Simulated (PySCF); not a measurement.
## What settings do to a single point of WO2(OH)2

The sound run of WO2(OH)2 (singlet) uses PySCF 2.14.0, RKS r2SCAN, W def2-SVP with ECP60, O def2-SVP, H def2-SVP; non-relativistic Hamiltonian with scalar-relativistic core potentials where named; density fitting; no spin-orbit coupling, grid (50, 194), threshold 1e-8 Eh and 55 cycles, at the relaxed geometry:

```xyz
7

W     0.0000    0.0000   -0.1803
O     0.8899    1.0639    0.8309
O    -0.8899   -1.0639    0.8309
O     1.2103   -0.9920   -1.2390
H     1.2889   -1.9534   -1.3012
O    -1.2103    0.9920   -1.2390
H    -1.2889    1.9534   -1.3012
```

There W1 has a Mulliken charge of 1.17 e and the dipole about the centre of mass is 3.00 D. Each run below changes one thing and starts from free metal ions and neutral atoms unless it says otherwise; with 55 cycles, smearing, a level shift and second-order steps follow where DIIS fails, and their cycles count. Energy shifts count from the sound run.

```json
{"change": "spin (2S) set to 1, limit 95 cycles", "outcome": "refused", "cycles": "–", "energy shift (eV)": "–", "largest force component (eV/Å)": "–", "charge on W1 (e)": "–", "dipole about the centre of mass (D)": "–"}
{"change": "threshold 0.001", "outcome": "converged", "cycles": "6", "energy shift (eV)": "0.0042", "largest force component (eV/Å)": "0.07", "charge on W1 (e)": "1.20", "dipole about the centre of mass (D)": "2.98"}
```

Task: One further run converged with energy shift (eV) -0.0897, largest force component (eV/Å) 0.13, charge on W1 (e) 1.17, dipole about the centre of mass (D) 2.99. Which change was it?
A. grid (40, 110)
B. O4 put 0.8 Å from W1, limit 99 cycles
C. start from a density of up to 30 smeared cycles (not counted)

Result: A.

Task: And the other changes listed?

Result: 
```
                                                       change        outcome  cycles  energy shift (eV)  largest force component (eV/Å)  charge on W1 (e)  dipole about the centre of mass (D)
                        O4 put 0.8 Å from W1, limit 99 cycles  not converged      99                  –                               –                 –                                    –
start from a density of up to 30 smeared cycles (not counted)      converged       7             0.0000                            0.01              1.17                                 3.00
```

Forces carry noise of the integration grid, about 0.01 to 0.03 eV/Å.

No frequency check is given that shows the relaxed geometry to be a minimum.
